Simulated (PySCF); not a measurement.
1,2-dihydrosiline (C₅H₈Si), SMILES C1=CC[SiH2]C=C1.

Coordinates come from a B3LYP-D3(BJ)/def2-SVP optimisation. One conformer was computed; it need not be the lowest.

All values below come from PySCF with TDA-PBE/def2-SVPD.

Vertical excitations. Isolated molecule, no solvent.

| state | energy (eV) | λ (nm) | f | main pairs |
|---|---|---|---|---|
| S1 | 4.45 | 279 | 0.110 | HOMO→LUMO 80 % |
| S2 | 5.04 | 246 | 0.035 | HOMO−1→LUMO 90 % |
| S3 | 5.45 | 228 | 0.001 | HOMO→LUMO+1 98 % |
| S4 | 5.64 | 220 | 0.012 | HOMO−2→LUMO 76 %, HOMO−3→LUMO 19 % |
| S5 | 5.83 | 213 | 0.010 | HOMO−3→LUMO 51 %, HOMO→LUMO+3 35 %, HOMO−2→LUMO 8 % |
| S6 | 5.84 | 212 | 0.012 | HOMO→LUMO+2 95 % |
| S7 | 6.26 | 198 | 0.036 | HOMO−4→LUMO 43 %, HOMO→LUMO+3 24 %, HOMO→LUMO+6 11 %, HOMO→LUMO+4 8 % |
| S8 | 6.41 | 194 | 0.002 | HOMO→LUMO+4 89 % |
| S9 | 6.46 | 192 | 0.026 | HOMO→LUMO+6 52 %, HOMO−4→LUMO 28 % |
| S10 | 6.49 | 191 | 0.014 | HOMO→LUMO+5 91 % |
| T1 | 2.71 | 458 | 0 | HOMO→LUMO 98 % |
| T2 | 4.66 | 266 | 0 | HOMO−1→LUMO 96 % |
| T3 | 4.85 | 256 | 0 | HOMO−2→LUMO 36 %, HOMO−3→LUMO 34 %, HOMO→LUMO+3 14 %, HOMO−4→LUMO 6 % |
| T4 | 5.34 | 232 | 0 | HOMO−2→LUMO 56 %, HOMO−3→LUMO 36 % |
Triplets are in the Tamm–Dancoff approximation.
